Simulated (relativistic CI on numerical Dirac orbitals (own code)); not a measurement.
## Calculated levels, Sr29+

Computed by Dirac-Coulomb-Breit CI, KLI orbitals optimised for each configuration, model QED (radiative potential, 1s self-energy scaled to tabulated hydrogen-like ionisation energies), unscaled Slater integrals (own radial code, finite nucleus).

Configuration list (outside the closed core 1s2): 2s²2p⁵, 2s2p⁶, 2p⁶3s, 2p⁶3p, 2p⁶3d, 2s²2p⁴3s, 2s²2p⁴3p, 2s²2p⁴3d, 2s2p⁵3s, 2s2p⁵3p, 2s2p⁵3d, 2s²2p⁴4s, 2s²2p⁴4p, 2s²2p⁴4d, 2s²2p⁴4f, 2s2p⁵4s. Levels of other configurations are missing.

The lowest level is 2s²2p⁵ ²P°3/2, with 100 % of that term; Hund's rules for 2s²2p⁵ give ²P° with J = 3/2, in agreement.

```
No.  Configuration  Term    J   E (Ry)    %  Next component (%)  Lifetime (s)
  1         2s²2p⁵   ²P°  3/2    0.000  100                                  
  2         2s²2p⁵   ²P°  1/2    5.176  100                          3.06e-07
  3          2s2p⁶    ²S  1/2   19.488  100                          2.97e-12
  4      2p⁴(3P)3s    ⁴P  5/2  143.405   78               22 ²D      7.52e-13
  5      2p⁴(3P)3s    ²P  3/2  143.793   60               25 ²D      8.70e-14
  6      2p⁴(1S)3s    ²S  1/2  145.138   51               36 ⁴P      1.96e-13
  7      2p⁴(3P)3p   ⁴P°  3/2  147.253   41              23 ²P°      4.89e-11
  8      2p⁴(3P)3p   ⁴D°  5/2  147.416   32              30 ²D°      4.36e-11
  9      2p⁴(3P)3s    ⁴P  3/2  148.389   83               16 ²P      3.28e-13
 10      2p⁴(3P)3p   ²P°  1/2  148.461   67              18 ⁴P°      3.75e-11
 11      2p⁴(3P)3p   ²D°  5/2  148.627   49              41 ⁴P°      3.78e-11
 12      2p⁴(3P)3p   ⁴D°  7/2  148.694   77              23 ²F°      4.29e-11
 13      2p⁴(3P)3s    ²P  1/2  148.703   68               32 ⁴P      8.42e-14
 14      2p⁴(1S)3p   ²P°  1/2  149.190   41              30 ⁴D°      1.43e-11
 15      2p⁴(1D)3s    ²D  5/2  149.416   78               21 ⁴P      1.67e-13
 16      2p⁴(1D)3s    ²D  3/2  149.555   74               24 ²P      1.12e-13
 17      2p⁴(3P)3p   ²D°  3/2  150.001   34              32 ⁴S°      9.60e-12
 18      2p⁴(1S)3p   ²P°  3/2  150.563   48              30 ⁴D°      3.47e-11
 19      2p⁴(3P)3p   ⁴P°  1/2  152.131   60              19 ⁴D°      1.36e-10
 20      2p⁴(3P)3p   ⁴D°  3/2  152.505   42              35 ²P°      4.28e-11
 21      2p⁴(1D)3p   ²F°  5/2  153.278   61              29 ²D°      5.06e-11
 22      2p⁴(3P)3d    ⁴D  5/2  153.380   54               16 ²D      4.63e-11
 23      2p⁴(3P)3d    ⁴D  3/2  153.387   41               25 ²D      3.15e-12
 24      2p⁴(3P)3d    ⁴D  7/2  153.523   48               32 ⁴F      5.37e-11
 25      2p⁴(1D)3d    ²P  1/2  153.530   45               31 ⁴P      5.32e-13
 26      2p⁴(3P)3p   ⁴D°  5/2  153.553   58              25 ⁴P°      4.39e-11
 27      2p⁴(3P)3p   ²P°  1/2  153.804   34              32 ²S°      3.56e-11
 28      2p⁴(3P)3d    ⁴F  9/2  153.807   76               24 ²G      6.68e-11
 29      2p⁴(3P)3d    ²F  7/2  153.822   62               21 ²G      5.01e-11
 30      2p⁴(3P)3p   ²D°  3/2  153.850   51              22 ⁴P°      2.48e-11
```

Energies count from the lowest computed level; ° marks odd parity; lifetimes are radiative, by E1, M1, E2, M2 decay to levels of this space only. Percentages are summed over parent terms; the parents shown are those of the largest component, closed shells are left out there.

The mean weight of the leading LS term, summed over parents, in these 30 levels is 60 %, and that of the leading jj configuration (from the same eigenvectors) 91 %, so jj coupling describes them better and the LS labels are nominal.

At this charge energies of transitions that change n are usually good to better than 1 %, and those within a shell (Δn = 0) to a few per cent.

LS names give the leading component of a level, which can be under half, so a name can repeat, a term be missing and a line seem to break the LS rules.
